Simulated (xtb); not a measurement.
C2F3, SMILES F[C]=C(F)F (connectivity only; charge and spin as stated), charge +1, multiplicity 1. All values are semi-empirical tight-binding results from xtb (GFN2-xTB unless named), good for trends rather than for accurate numbers. Geometry: GFN2-xTB. The spin state was assumed, not searched. The isomer is the one that the SMILES or the coordinates give; other isomers of the formula were not compared.

Estimate the properties. (An estimate is asked for; the answer gives what the named calculation found.)


The point group as xtb finds it is Cs. The orbital gap comes out as 1.18 eV, the zero-point energy is 10.1 kcal/mol and the G − E(el) at 298.15 K (modified RRHO) is -7.8 kcal/mol. The static polarisability (D4 model) comes out as 25.7 bohr³ and the solvation energy, GFN2-xTB/ALPB(water) is -63.6 kcal/mol. The solvation energy, GFN2-xTB/ALPB(dmso) is -54.5 kcal/mol.

Computed IR lines (harmonic; lines under 4 % of the strongest left out, lines within 3 cm⁻¹ merged):
ν (cm⁻¹): 497 (w), 1274 (vs), 1283 (s), 1919 (m) (against the strongest line: vs over 80 %, s over 45 %, m over 15 %, w over 4 %, vw less)
